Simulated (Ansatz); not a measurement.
A structure relaxed at PBE-D4/def2-SVP in Ansatz, charge 0, singlet:

Cartesian coordinates in Å:
```
Si -0.096 0.070 0.418
C 0.319 1.887 0.696
C 1.393 2.493 0.151
H -0.317 2.473 1.387
H 2.066 1.947 -0.534
H 1.652 3.546 0.362
C -1.967 -0.127 0.298
C -2.834 0.893 0.123
H -2.379 -1.155 0.296
H -2.495 1.944 0.102
H -3.919 0.734 -0.010
C 0.553 -0.952 1.857
C -0.234 -1.557 2.769
H 1.650 -1.009 1.997
H -1.336 -1.523 2.699
H 0.178 -2.110 3.633
N 0.727 -0.468 -1.043
C 1.280 -1.799 -1.190
C 0.419 0.171 -2.310
H 0.603 -2.492 -1.752
H 1.474 -2.258 -0.201
H 2.247 -1.773 -1.748
H 0.004 1.186 -2.147
H 1.335 0.282 -2.937
H -0.325 -0.405 -2.915
```

Question: Give its formula, name or SMILES.

Answer: Si(vinyl)3(NMe2) (C8H15NSi).

Question: Summarise the bond lengths by kind (pairs closer than 1.2 times the sum of covalent radii, bridged metal pairs left out).

Answer: 3 × C–Si 1.88 Å; 3 × C–C 1.35 Å; 2 × C–N 1.45 Å; 1 × N–Si 1.76 Å; 15 × C–H 1.10 to 1.12 Å.
